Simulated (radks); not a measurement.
Question: N2+, 5 electrons, occupied as [He] 2s2 2p1. Method: scalar-relativistic Kohn-Sham, PBE, spin-polarised, spherical densities, finite nucleus; open shells are filled with parallel spins first; Fermi nuclear charge, rms radius 2.5582 fm; computed with a radial shooting solver on a logarithmic mesh with Libxc functionals. Some entries of the table are withheld. Estimate them.

| orbital | occ. | eigenvalue (Ry) | <r^2> (bohr^2) |
|---|---|---|---|
| 1s up | 1 | -31.17105 | (1) |
| 1s down | 1 | -31.11040 | (2) |
| 2s up | 1 | -3.68693 | 1.604 |
| 2s down | 1 | -3.51475 | 1.651 |
| 2p up | 1 | -2.83189 | 1.573 |
| 2p down | 0 | -2.65917 | 1.645 |

Answer: 
(1) 1s up <r^2> (bohr^2): 0.07130
(2) 1s down <r^2> (bohr^2): 0.07103
